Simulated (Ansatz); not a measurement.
SiSn₄, relaxed as a triplet with UKS PBE-D4/def2-SVP in Ansatz, starting from the PBE-D4/def2-SVP geometry of the neutral singlet. Force threshold 0.02 eV/Å.

In the def2 sets Sn takes a core potential; there is no spin–orbit coupling. The relaxation made no stability test and no search for a lower SCF solution. At PBE-D4/def2-SVP a singlet of charge 0 lies 0.80 eV below the triplet, each at its own geometry. The structure comes from a short search, and lower isomers may exist.

Start:

Cartesian coordinates in Å:
```
Si -0.5844 0.9383 1.1085
Sn 0.6862 -1.1019 -1.3017
Sn -1.9648 -0.8133 -0.2189
Sn 1.3166 -0.7872 1.4889
Sn 0.5464 1.7641 -1.0768
```

Estimate the energy that the relaxation releases and the steps that it takes.

21.7 kcal/mol, in 9 steps; 23 s on 4 threads of Arm Neoverse V2 on a shared host. No frequencies were taken in this run, so the end may be a saddle point.

Does the start keep its bonding and symmetry?

Bonds formed: Sn3–Sn4, Sn3–Sn5 (atoms count from 1). Point group C3v at the start, Cs at the end, both within 0.05 Å.

Predict the relaxed structure.


```xyz
5

Si   -0.723    1.160    1.370
Sn    0.750   -1.344   -1.561
Sn   -1.658   -0.703   -0.202
Sn    1.169   -0.728    1.374
Sn    0.462    1.615   -0.981
```
Bond lengths (bridged metal pairs left out): 5 × Sn–Sn 2.84 to 3.24 Å; 3 × Si–Sn 2.61 to 2.67 Å.
